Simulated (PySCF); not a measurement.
C2H10OSi2, SMILES CO[SiH2][SiH2]C (GFN2-xTB optimised geometry):

```
15

C      3.190    -0.578     0.000
O      1.798    -0.578     0.000
Si     0.801     0.706     0.000
Si    -1.224    -0.376     0.001
C     -2.593     0.938    -0.077
H      3.578    -0.076     0.890
H      3.532    -1.614    -0.006
H      3.578    -0.066    -0.884
H      1.109     1.574     1.154
H      1.110     1.574    -1.154
H     -1.484    -1.193     1.200
H     -1.441    -1.290    -1.135
H     -2.543     1.614     0.771
H     -3.578     0.483    -0.074
H     -2.515     1.540    -0.978
```

Method: PySCF 2.14.0 with PBE0/def2-TZVP.

What are the frontier orbital energies and the dipole moment?

HOMO-2 -9.04 eV, HOMO-1 -8.06 eV, HOMO -7.95 eV, LUMO -0.42 eV, LUMO+1 0.45 eV; dipole moment 0.83 D.

On the same geometry PySCF with PBE/def2-TZVP gives HOMO-2 -7.57 eV, HOMO-1 -6.72 eV, HOMO -6.55 eV, LUMO -1.26 eV, LUMO+1 -0.41 eV; dipole moment 0.76 D.

Meta-Löwdin charges at PBE0/def2-TZVP: C1 -0.12, O2 -0.62, Si3 0.64, Si4 0.37, C5 -0.59, H6 0.11, H7 0.13, H8 0.10, H9 -0.12, H10 -0.12, H11 -0.08, H12 -0.08, H13 0.13, H14 0.13, H15 0.13.
